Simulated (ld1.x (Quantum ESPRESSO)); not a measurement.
**Configuration tests for nitrogen (PAW)**

N, PAW, made with ld1.x (Quantum ESPRESSO) 7.5 (PBEsol, non-relativistic). Core [He], reference 2s2 2p3. Waves: 2s (bound): rcut 0.85, rcutus 1.15 bohr; 2s channel at 1.15 Ry: rcut 0.85, rcutus 1.15 bohr; 2p (bound): rcut 2.55, rcutus 2.70 bohr; 2p channel at 0.7 Ry: rcut 2.55, rcutus 2.70 bohr; 3d channel at 0.45 Ry: rcut 2.60, rcutus 2.80 bohr. Local part: all-electron potential smoothed inside 2.20 bohr (lloc = -2). Core correction: Bessel-smoothed model core inside 1.10 bohr. Augmentation charge: BESSEL, radius 0.90 bohr.

Energies are relative to the spin-unpolarised reference configuration 2s2 2p3; without spin polarisation the order of configurations can differ from experiment. Not all tests gave a result: 1 of 7 tests not solved or not reliable. Left out of the table: 2s2 2p2 (solver errors, printed error -127 eV).

| valence configuration | charge | ΔE all-electron (eV) | error AE − PS (meV) |
| --- | --- | --- | --- |
| 2s2 2p1 | +2 | 42.269 | +239 |
| 2s2 2p2.5 | +0.5 | 5.065 | +9.5 |
| 2s1 2p0 | +4 | 166.624 | +186 |
| 2s1 2p4 | 0 | 11.404 | +6.8 |

(1) What are ΔE and the potential's error for 2s2 2p0?

(2) What are ΔE and the potential's error for 2s0 2p5?

Levels in the configuration 2s0 2p5:

```
level  all-electron (eV)  pseudo (eV)
   2p             -7.850       -7.858
```

Answers

(1) ΔE = 89.156 eV all-electron; the error (AE − PS) is +236 meV.

(2) ΔE = 22.836 eV all-electron; the error (AE − PS) is +7.7 meV.
